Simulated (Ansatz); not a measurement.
## Worked example: a bond strength in SiCNCl2F (SMILES N#C[Si](F)(Cl)Cl)

SiCNCl2F: 6 atoms, total charge 0, spin state singlet. As SMILES, `N#C[Si](F)(Cl)Cl`. Geometry: optimised at PBE0/def2-SVP.

```tsv
atom	x (Å)	y (Å)	z (Å)
N	1.7629	-1.3714	1.1213
C	0.9304	-0.7651	0.5901
Si	-0.3785	0.2138	-0.2479
F	-1.4892	-0.8161	-0.7673
Cl	0.4273	1.1875	-1.8256
Cl	-1.2109	1.4873	1.0831
```

Wanted: the dissociation energy of the Si3–C2 bond into doublet SiCl2F and doublet CN (shapes relaxed at PBE0/def2-SVP, no zero-point term). 1 Eh = 2625.50 kJ/mol = 27.2114 eV. Totals in Eh; open shells run unrestricted unless said.

| level | program | SiCNCl2F | doublet SiCl2F | doublet CN |
| --- | --- | --- | --- | --- |
| r2SCAN/def2-SVP | Ansatz | -1402.041035 | -1309.264928 | -92.586928 |
| PBE0-D4/def2-SVP | Ansatz | -1401.594891 | -1308.870721 | -92.526099 |
| wB97M-V/def2-SVP | Ansatz | -1402.119168 | -1309.302099 | -92.607269 |

Problem. Work out the dissociation energy at each level.

Solution. 
1. r2SCAN/def2-SVP: (-1309.264928) + (-92.586928) − (-1402.041035) = 0.189179 Eh = 496.7 kJ/mol = 5.15 eV.
2. PBE0-D4/def2-SVP: (-1308.870721) + (-92.526099) − (-1401.594891) = 0.198071 Eh = 520.0 kJ/mol = 5.39 eV.
3. wB97M-V/def2-SVP: (-1309.302099) + (-92.607269) − (-1402.119168) = 0.209800 Eh = 550.8 kJ/mol = 5.71 eV.

The levels span 497 to 551 kJ/mol; no measured value is set beside them. A bond enthalpy at 298 K also holds the loss of zero-point energy and thermal terms.
